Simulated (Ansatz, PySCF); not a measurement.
Sn(H)2(SiH3)2 (H₈Si₂Sn), SMILES [SiH3][SnH2][SiH3]. Atoms are numbered in the order given.

```xyz
11

Sn     0.0474    -0.3129     0.6908
Si     2.0162     0.7259    -0.5917
Si    -2.1431     0.0581    -0.5993
H      0.3175    -1.9944     0.9043
H     -0.0702     0.3969     2.2491
H      1.7919     2.1943    -0.7613
H      3.3047     0.5174     0.1371
H      2.1235     0.1013    -1.9460
H     -2.0452    -0.5689    -1.9530
H     -3.3044    -0.5423     0.1258
H     -2.3882     1.5230    -0.7699
```
Charge 0, spin multiplicity 1.

Coordinates come from a PBE0-D3(BJ)/def2-SVP optimisation. The structure was generated by enumeration; whether it is a known compound was not checked. The def2 effective core potentials stand for the cores of Sn; spin–orbit coupling is left out.

Two levels are set side by side: PBE-D3(BJ)/def2-SVP (Ansatz, an electronic-structure program) and PBE0-D3(BJ)/def2-SVP (Ansatz). Each level has its own optimised geometry; the coordinates shown are those of the second. Frequencies come from the Hessian of PySCF at each geometry. Differences are taken from unrounded values.

```
quantity                            PBE0-D3(BJ)
----------------------------------  -----------
mean bond length (Å)                      1.754
bond Sn1–Si2 (Å)                          2.569
bond Sn1–Si3 (Å)                          2.569
bond Sn1–H4 (Å)                           1.716
bond Sn1–H5 (Å)                           1.716
bond Si2–H6 (Å)                           1.495
bond Si2–H7 (Å)                           1.495
bond Si2–H8 (Å)                           1.495
bond Si3–H9 (Å)                           1.495
bond Si3–H10 (Å)                          1.495
bond Si3–H11 (Å)                          1.495
highest harmonic wavenumber (cm⁻¹)         2234
mean harmonic wavenumber (cm⁻¹)            1017
zero-point energy (kcal/mol)              39.25
```

Q: What does PBE-D3(BJ) give, and how far is it from PBE0-D3(BJ)? (Estimate from the structure and the level; the computed values follow.)

A: 
```json
[
 {"quantity": "mean bond length (Å)", "PBE-D3(BJ)": "1.767", "PBE-D3(BJ) minus PBE0-D3(BJ)": "0.013"},
 {"quantity": "bond Sn1–Si2 (Å)", "PBE-D3(BJ)": "2.585", "PBE-D3(BJ) minus PBE0-D3(BJ)": "0.016"},
 {"quantity": "bond Sn1–Si3 (Å)", "PBE-D3(BJ)": "2.585", "PBE-D3(BJ) minus PBE0-D3(BJ)": "0.016"},
 {"quantity": "bond Sn1–H4 (Å)", "PBE-D3(BJ)": "1.732", "PBE-D3(BJ) minus PBE0-D3(BJ)": "0.016"},
 {"quantity": "bond Sn1–H5 (Å)", "PBE-D3(BJ)": "1.732", "PBE-D3(BJ) minus PBE0-D3(BJ)": "0.016"},
 {"quantity": "bond Si2–H6 (Å)", "PBE-D3(BJ)": "1.505", "PBE-D3(BJ) minus PBE0-D3(BJ)": "0.010"},
 {"quantity": "bond Si2–H7 (Å)", "PBE-D3(BJ)": "1.505", "PBE-D3(BJ) minus PBE0-D3(BJ)": "0.010"},
 {"quantity": "bond Si2–H8 (Å)", "PBE-D3(BJ)": "1.505", "PBE-D3(BJ) minus PBE0-D3(BJ)": "0.010"},
 {"quantity": "bond Si3–H9 (Å)", "PBE-D3(BJ)": "1.505", "PBE-D3(BJ) minus PBE0-D3(BJ)": "0.010"},
 {"quantity": "bond Si3–H10 (Å)", "PBE-D3(BJ)": "1.505", "PBE-D3(BJ) minus PBE0-D3(BJ)": "0.010"},
 {"quantity": "bond Si3–H11 (Å)", "PBE-D3(BJ)": "1.505", "PBE-D3(BJ) minus PBE0-D3(BJ)": "0.010"},
 {"quantity": "highest harmonic wavenumber (cm⁻¹)", "PBE-D3(BJ)": "2168", "PBE-D3(BJ) minus PBE0-D3(BJ)": "-65"},
 {"quantity": "mean harmonic wavenumber (cm⁻¹)", "PBE-D3(BJ)": "981", "PBE-D3(BJ) minus PBE0-D3(BJ)": "-36"},
 {"quantity": "zero-point energy (kcal/mol)", "PBE-D3(BJ)": "37.87", "PBE-D3(BJ) minus PBE0-D3(BJ)": "-1.38"}
]
```

Exact exchange shortens and stiffens bonds; PBE has none. Differences between two approximate levels are no errors against the true value.
